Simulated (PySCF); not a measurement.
SMILES [O]B(O)O, doublet, PBE0/def2-SVP optimised geometry. Atoms within 1.6 Å of the plane z = 0.0 Å (x, y, z in Å): O1 (-1.07, -1.58, 0.00), B2 (-0.47, -0.35, 0.00), O3 (0.89, -0.35, 0.00), O4 (-1.31, 0.72, 0.00), H5 (1.31, 0.52, 0.00), H6 (-0.88, 1.58, 0.00).

Method: unrestricted PBE0/def2-TZVP in PySCF. Cells within 0.4 Å of a nucleus heavier than hydrogen are left out (blank, or x).

Map of the log10 of the electron density (e/bohr³), floored at −4 on the plane z = 0.0 Å:

```
|000000000000000000000000000|
|000000000000000000000000000|
|000000000000000000000000000|
|000000000010000000000000000|
|000000011222210000000000000|
|000000123444321000000000000|
|000012344565432100000000000|
|000123456787543222110000000|
|000134567898653333321000000|
|000235689998654455443100000|
|00124579xx98755667654210000|
|00124579xxx8766788864310000|
|000235789998777899865310000|
|00013467888xx889x9865310000|
|00012345678xx89xxx865320000|
|00002345678xx89xx9865310000|
|000013467898877898764310000|
|000023578xx9866777653210000|
|000024579xx9765555432100000|
|000024579xx9754333321000000|
|000023568998653222110000000|
|000013456776542110000000000|
|000002345555431000000000000|
|000001223333210000000000000|
|000000012221100000000000000|
|000000000000000000000000000|
|000000000000000000000000000|
```
Scale: ten equal steps from -4.00 (start of '0') to -0.192 (end of '9'), in the order '0123456789'; x runs from -4.00 to 4.00, y from -4.00 (bottom) to 4.00 (top).
